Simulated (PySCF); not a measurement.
**Spin-rotation constants: SMILES N#Cc1csc(C(=O)F)c1, C$_{6}$H$_{2}$FNOS**

Geometry:
```tsv
atom	x (Å)	y (Å)	z (Å)
N1	-3.013	2.155	-0.245
C2	-2.196	1.357	-0.158
C3	-1.184	0.381	-0.052
C4	-1.433	-0.968	0.075
S5	-0.011	-1.895	0.181
C6	0.962	-0.461	0.053
C7	2.402	-0.575	0.080
O8	3.078	-1.543	0.182
F9	2.990	0.655	-0.032
C10	0.197	0.673	-0.065
H11	-2.395	-1.442	0.110
H12	0.605	1.664	-0.156
```

Level of theory: GIAO B3LYP/pcSseg-1 magnetisability, rotational g tensor and spin-rotation constants, non-relativistic, gas phase (PySCF 2.14.0). Geometry: GFN2-xTB.

Question: Give the nuclear spin-rotation constants along the inertial axes (H = +C I·J) beside the isotropic shieldings.

Answer: Rotational constants 2.4084, 0.7402, 0.5662 GHz. A star marks the isotopologue with that one atom substituted, in its own axes.
| atom | isotope | Caa (kHz) | Cbb (kHz) | Ccc (kHz) | mean (kHz) | σ (ppm) |
| --- | --- | --- | --- | --- | --- | --- |
| N1 | 14N | 0.179 | 0.142 | 0.135 | 0.152 | -56.2 |
| F9 | 19F | 7.251 | 0.846 | 0.856 | 2.984 | 141.6 |
| H11 | 1H | -0.008 | 0.012 | -0.067 | -0.021 | 23.8 |
| H12 | 1H | -0.234 | 0.083 | -0.065 | -0.072 | 23.8 |
| C2 | 13C* | 0.153 | 0.278 | 0.257 | 0.229 | 64.9 |
| C3 | 13C* | 1.044 | 0.234 | 0.087 | 0.455 | 63.5 |
| C4 | 13C* | 1.140 | 0.329 | 0.090 | 0.520 | 24.6 |
| S5 | 33S* | 0.991 | 0.338 | 0.171 | 0.500 | 211.0 |
| C6 | 13C* | 1.027 | 0.281 | 0.116 | 0.475 | 40.3 |
| C7 | 13C* | 0.740 | 0.351 | 0.171 | 0.421 | 21.6 |
| O8 | 17O* | -1.246 | -0.432 | -0.065 | -0.581 | -98.5 |
| C10 | 13C* | 1.016 | 0.343 | 0.087 | 0.482 | 34.4 |

For the geometry as given, no vibrational averaging.
